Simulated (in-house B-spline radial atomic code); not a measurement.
RPA and G0W0 on PBE: C⁴⁺

Configuration 1s2, mean-field start PBE. Computed with a B-spline radial code for spherical atoms: all electrons, non-relativistic, point nucleus, each spin shell either full or empty, empty states to l = 9 with an (l + 1/2)⁻⁴ tail; G0W0 by contour deformation at full frequency.

Relativity, left out, deepens the 1s level by about Z⁴α²/8 hartree.

Command:
```bash
python run_gw.py task.json out
```
Settings (radii: box in bohr, nucleus in fm):
```
Z                        6
electrons                2
configuration            1s2
hamiltonian              nr
method                   pbe,pbe
lmax                     9
spin_polarised           False
box_radius               11.96
intervals                44
ion_configuration        1s1
```

Cost of the run: 0.8 s on 1 thread of Arm Neoverse N1 (shared host).

Energies (hartree):

```tsv
term	value
mean-field total	-32.34419
Hartree-Fock functional on these orbitals	-32.35972
direct second order	-0.094278
second-order exchange	0.04714
SOSEX correction	0.04508
```

(1) What is the RPA correlation energy, and what remains with SOSEX?

Quasi-particle levels (eV):

| level | occupied | mean field | Σx - vxc | Σc | QP weight | G0W0 |
| --- | --- | --- | --- | --- | --- | --- |
| 1s | yes | -357.58 | -34.87 | ? | ? | ? |
| 2s | no | -69.63 | 5.66 | -0.20 | 0.999 | -64.17 |

G0W0 = mean field + (Σx - vxc) + Σc, with Σc (partial-wave tail included) taken at the quasi-particle energy.

(2) Where does G0W0 put 1s?

(3) What does it cost to remove one electron (to 1s1) by differences of total energies, each species on its own start (correlation terms add to the Hartree-Fock functional)?

Answers

(1) RPA gives -0.090157 hartree (-1.23 eV per electron); RPA + SOSEX gives -0.045077, and the second-order doubles -0.047138 hartree (no singles). SOSEX takes back 50 % of the RPA value, the self-correlation of each of the two electrons.

(2) At -391.65 eV, with Σc = 0.81 eV and a quasi-particle weight of 0.990. The tabulated removal energy is 392.091 eV (NIST, tabulated theory).

(3) PBE 391.21 eV, Hartree-Fock functional 390.77 eV, + RPA 392.60 eV, + RPA + SOSEX 392.00 eV, + second order 392.05 eV. Tabulated: 392.091 eV (NIST, tabulated theory).
